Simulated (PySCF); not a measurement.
**Cs (caesium, neutral): UHF calculation**

Configuration: [Xe] 6p1, 2P determinant (an excited configuration). Computed with PySCF 2.14 in ANO-RCC-VTZP, with scalar relativity by spin-free X2C-1e.

| Item | Value |
| --- | --- |
| Total energy | -7782.729948 hartree |
| One-electron energy | -10639.4677 hartree |
| Hartree (Coulomb) energy | 3048.1952 hartree |
| Exchange energy | -191.4574 hartree |
| ⟨S²⟩ | 0.7500 |
| ⟨L²⟩ | 2.000 |
| Sum of ⟨r⟩ | 44.41 bohr |
| Sum of ⟨r²⟩ | 127.7 bohr² |
| Traceless quadrupole moment −½Σ⟨3z² − r²⟩ along its main axis | -30.5 e·bohr² |
| Langevin diamagnetic susceptibility | -101 ×10⁻⁶ cm³/mol |

```tsv
shell	electrons	mean orbital energy (eV)	spread (eV)	rms radius, mean of both spins (bohr)
1s α	1	-36154.0	0	0.0298
1s β	1	-36154.0	0	0.0298
2s α	1	-5776.5	0	0.121
2s β	1	-5776.5	0	0.121
2p α	3	-5179.8	0.002	0.108
2p β	3	-5179.8	0.004	0.108
3s α	1	-1246.5	0	0.318
3s β	1	-1246.5	0	0.318
3p α	3	-1049.3	0	0.318
3p β	3	-1049.3	0.010	0.318
3d α	5	-757.88	0.006	0.296
3d β	5	-757.88	0.010	0.296
4s α	1	-254.99	0	0.738
4s β	1	-254.98	0	0.738
4p α	3	-189.11	0.002	0.787
4p β	3	-189.10	0.024	0.787
4d α	5	-89.671	0.017	0.902
4d β	5	-89.664	0.027	0.902
5s α	1	-36.808	0	1.88
5s β	1	-36.764	0	1.88
5p α	3	-19.742	0.017	2.22
5p β	3	-19.704	0.112	2.22
6p α	1	-2.300	0	8.74
```

Spin-orbit coupling, absent here, splits the open shell strongly.

Densities and radii are taken from the X2C orbitals without a picture-change correction, which distorts them close to the nucleus.

Spin-orbit constants ζ (cm⁻¹) from the X2C one-electron operator on these orbitals: bare nucleus, nucleus screened by l(l+1)(2l+1)/3 electrons, and screened by the Breit-Pauli mean field of the electrons.

```csv
shell,bare,screened nucleus,mean field
2p,1869000,1801000,n/a
3p,363000,349800,n/a
3d,55560,45460,n/a
4p,71270,68680,n/a
4d,8613,7047,n/a
5p,7997,7706,n/a
6p,211.3,203.6,n/a
```

To first order the Landé constant is A = 203.6 cm⁻¹, so the lowest level has J = 1/2 and lies 0.0252 eV below the centre of the term. First order in ζ underestimates the shift of the j = l − 1/2 level at high Z.
